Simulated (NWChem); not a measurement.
A series in which one site is exchanged, each optimised at PBE0/def2-SVP with NWChem, gas phase unless a solvent is named. All stand in one matching conformer (torsions within 35°), which need not be the lowest. For some, no frequency run checked for a minimum. def2 effective core potentials on Zr, Hf; no spin-orbit coupling.

A: [OH][HfH2][OH] (HfH₄O₂; site = Hf)
B: [OH][ZrH2][OH] (ZrH4O2; site = Zr)
C: [OH][GeH2][OH] (GeH4O2; site = Ge)
D: [OH][TiH2][OH] (TiH4O2; site = Ti)

```json
[
 {"quantity": "dipole (D), PBE0/def2-SVP", "A": "3.43", "B": "[?]", "C": "0.27", "D": "3.75"},
 {"quantity": "orbital gap (eV), PBE0/def2-SVP", "A": "6.56", "B": "[?]", "C": "9.47", "D": "6.21"},
 {"quantity": "vertical ionisation energy, ΔSCF, B3LYP/def2-SVP (eV)", "A": "9.80", "B": "[?]", "C": "10.86", "D": "10.23"},
 {"quantity": "static polarisability, B3LYP/def2-SVPD (bohr³)", "A": "54.4", "B": "[?]", "C": "40.0", "D": "50.7"},
 {"quantity": "lowest singlet excitation, B3LYP/def2-SVPD, TDA (eV)", "A": "4.65", "B": "[?]", "C": "7.14", "D": "3.56"}
]
```

Problem. What belongs in the gaps?

Solution. 
- dipole (D), PBE0/def2-SVP, B: 3.42
- orbital gap (eV), PBE0/def2-SVP, B: 6.30
- vertical ionisation energy, ΔSCF, B3LYP/def2-SVP (eV), B: 9.78
- static polarisability, B3LYP/def2-SVPD (bohr³), B: 56.2
- lowest singlet excitation, B3LYP/def2-SVPD, TDA (eV), B: 4.31
